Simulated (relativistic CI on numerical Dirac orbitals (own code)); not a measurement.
**Cu3+ in a cubic cluster: 3p photoemission with charge transfer**

Computed with a charge-transfer multiplet model of a cubic metal-ligand cluster with up to 2 ligand holes, Slater and spin-orbit integrals from Dirac-Coulomb-Breit ions, Slater integrals scaled by 0.8. The parameters are those of a tetrahedral site (10Dq negative, t2 hopping the larger). The ground state mixes d8 with configurations of k ligand holes L, whose averages lie at kΔ + k(k − 1)U_dd/2; a core hole lowers each added d electron by U_cd. 300 K, Lorentzian 0.9 eV and Gaussian 0.8 eV FWHM.

Atomic integrals in eV (Slater integrals scaled, ζ unscaled), ground: F2dd 11.066, F4dd 6.905, zeta_d 0.110; with the core hole: F2dd 11.854, F4dd 7.433, zeta_d 0.118, zeta_core 1.767, F2cd 12.445, G1cd 15.284, G3cd 9.378.

Cluster parameters (eV): U_dd = 8.3, U_cd = 9.5, 10Dq = -0.5, 10Dq(ligand) = 0, V(eg) = 0.62, V(t2g) = -1.06, final-state hopping factor = 0.8.

```
       Case   n_d    d8   d9L  d10L2     S
Δ = -2.5 eV  8.73  0.29  0.68   0.03  1.00
Δ = -1.5 eV  8.56  0.46  0.52   0.02  1.00
 Δ = 0.5 eV  8.23  0.77  0.23   0.00  1.00
 Δ = 2.5 eV  8.10  0.90  0.10   0.00  1.00
 Δ = 3.5 eV  8.07  0.93  0.07   0.00  1.00
```

Weights, n_d and S are thermal averages at 300 K. Binding energies count from the first peak over 30 % of the highest in each spectrum, which can be another peak from case to case. The parameters are a model scan and need not match a compound or its usual spin state. Peaks in eV (height, largest 100):
- Δ = -2.5 eV: 0.0 (100), 1.9 (55), 6.6 (77), 7.8 (53), 11.5 (12), 14.2 (52), 18.7 (13), 25.8 (6), 27.9 (10)
- Δ = -1.5 eV: 0.0 (100), 6.4 (83), 7.7 (76), 13.7 (69), 17.5 (25), 21.2 (9), 24.6 (11), 26.7 (19)
- Δ = 0.5 eV: 0.0 (57), 5.6 (100), 11.5 (56), 15.5 (45), 19.1 (16), 22.5 (18), 24.7 (32)
- Δ = 2.5 eV: 0.0 (55), 3.7 (100), 6.3 (56), 9.5 (76), 13.5 (74), 17.2 (22), 20.5 (26), 22.7 (46)
- Δ = 3.5 eV: 0.0 (64), 2.9 (100), 5.4 (62), 8.8 (79), 12.7 (73), 16.3 (23), 19.6 (29), 21.8 (50)

For the case Δ = 0.5 eV, Δ = 0.5 eV is smaller than U_dd = 8.3 eV, the charge-transfer side of the Zaanen-Sawatzky-Allen scheme. With the core hole the configuration with one ligand hole lies at Δ − U_cd = -12.0, -11.0, -9.0, -7.0, -6.0 eV from the one without, in the order of the table; where this is negative the screened configuration lies lower.
